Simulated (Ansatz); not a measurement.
Cu(AsH3)(NH2) (CuAsNH5), 8 atoms. Hardware: 4 threads of Arm Neoverse V1 on a shared host.

Task: How many basis functions does each of these Ansatz runs have, and roughly what does it cost? PBE0-D4/def2-SVP, charge 0 singlet, relaxation, 7 steps; r2SCAN-D4/def2-TZVP, charge 0 triplet at the geometry of the charge 0 singlet, energy, from earlier orbitals; LDA (SPW92)/def2-TZVP, charge 0 singlet, energy, from earlier orbitals; PBE-D4/def2-TZVP, charge 1 doublet at the geometry of the charge 0 singlet, energy, from earlier orbitals; PBE0-D4/def2-SVP, charge 0 singlet, energy, from earlier orbitals; r2SCAN-D4/def2-TZVP, charge 0 singlet, energy and forces, from earlier orbitals; r2SCAN-D4/def2-TZVPD, charge 0 singlet, energy, from earlier orbitals; PBE0-D4/def2-TZVP, charge 0 singlet, energy, from earlier orbitals; PBE-D4/def2-TZVPD, charge 0 singlet, energy, from earlier orbitals; PBE-D4/def2-TZVP, charge 0 triplet at the geometry of the charge 0 singlet, energy, from earlier orbitals; r2SCAN-D4/def2-TZVP, charge 1 doublet at the geometry of the charge 0 singlet, energy, from earlier orbitals; B97M-V/def2-TZVP, charge 0 singlet, energy, from earlier orbitals.

Result: Other jobs shared the machine, so times can vary by a factor of up to 3. A dash marks memory too small to be measured apart from the calling script's.

| run | functions | fitting or Cholesky vectors | wall time | peak host memory (GiB) |
| --- | --- | --- | --- | --- |
| LDA (SPW92)/def2-TZVP, charge 0 singlet, energy, from earlier orbitals | 154 | 1201 | 0.9 s | – |
| PBE0-D4/def2-SVP, charge 0 singlet, energy, from earlier orbitals | 102 | 1063 | 1.6 s | – |
| PBE-D4/def2-TZVPD, charge 0 singlet, energy, from earlier orbitals | 184 | 1310 | 2.1 s | – |
| PBE0-D4/def2-TZVP, charge 0 singlet, energy, from earlier orbitals | 154 | 1340 | 2.8 s | – |
| PBE-D4/def2-TZVP, charge 1 doublet at the geometry of the charge 0 singlet, energy, from earlier orbitals | 154 | 1201 | 3.2 s | – |
| PBE-D4/def2-TZVP, charge 0 triplet at the geometry of the charge 0 singlet, energy, from earlier orbitals | 154 | 1201 | 3.8 s | – |
| r2SCAN-D4/def2-TZVP, charge 0 singlet, energy and forces, from earlier orbitals | 154 | 1201 | 4.1 s | – |
| r2SCAN-D4/def2-TZVPD, charge 0 singlet, energy, from earlier orbitals | 184 | 1310 | 4.9 s | – |
| B97M-V/def2-TZVP, charge 0 singlet, energy, from earlier orbitals | 154 | 1201 | 7 s | – |
| r2SCAN-D4/def2-TZVP, charge 1 doublet at the geometry of the charge 0 singlet, energy, from earlier orbitals | 154 | 1201 | 8 s | – |
| PBE0-D4/def2-SVP, charge 0 singlet, relaxation, 7 steps | 102 | 1149 | 16 s | – |
| r2SCAN-D4/def2-TZVP, charge 0 triplet at the geometry of the charge 0 singlet, energy, from earlier orbitals | 154 | 1201 | 19 s | – |
